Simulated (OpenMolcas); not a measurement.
Tc5+: the spin-orbit constant, worked from levels

| Property | Result |
| --- | --- |
| Program | OpenMolcas |
| Basis | ANO-RCC-VTZP [7s6p4d2f1g] |
| Scalar Hamiltonian | DKH2, point nucleus |
| Active space | 8 electrons in 8 orbitals (RAS1 4p, at most 2 holes; RAS2 4d) |
| State averaging | 2S+1 = 3 even, 10 roots; 2S+1 = 1 even, 15 roots |
| Spin-orbit coupling | state interaction with AMFI integrals over the reference wave functions, term energies averaged over their components |

Methods: RASSCF; SS-RASPT2, IPEA 0.25 Eh, imaginary shift 0.1 Eh (closed shells correlated: 4s).

**The spin-orbit constant.** For the Hund term ³F of d2, E(J) = (A/2) J(J+1) + constant and ζ = 2S·A = 2A. From J = 2 to J = 4 the energy changes by 7 A.

```tsv
Source	E(4) - E(2)	A	ζ
RASSCF	4603.4	657.6	1315
SS-RASPT2	4619.8	660.0	1320
```

All in cm-1. Both methods take the spin-orbit matrix elements from the reference wave functions, so the second can move ζ only through the term energies and any multistate remixing. Second-order mixing with other terms is absorbed into this ζ.

Term energies are means over components that CASPT2 splits; among the terms shown or strongly mixed into the levels shown the widest spread is 310 cm-1 (4d² ³F, SS-RASPT2). Active for correlation alone: 4p; no level in the range computed is led by a configuration that opens it, so any true level of that kind is missing. Without dynamic correlation excited terms often stand tens of per cent too high (terms of higher spin than the ground term too low), and those without a measured partner can miss by more than the paired ones (holds for RASSCF). Levels of configurations outside the active space are missing.
